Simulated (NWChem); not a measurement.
Molecule: InHI2; SMILES [I][InH][I]

Computed with NWChem. Structure relaxed at the PBE-D3(BJ)/def2-SVP level. def2 effective core potentials on In, I; no spin-orbit coupling. Ions are spin-unrestricted doublets at the neutral geometry; other ion states weren't tried.

For level PBE/def2-SVP:

* **vertical ionisation energy, ΔSCF (eV)**: 9.05
* **−ε(HOMO) (eV)**: 6.42

### Question
How do the values read with level B3LYP/def2-SVP instead?

### Answer
vertical ionisation energy, ΔSCF (eV): 9.31
−ε(HOMO) (eV): 7.26
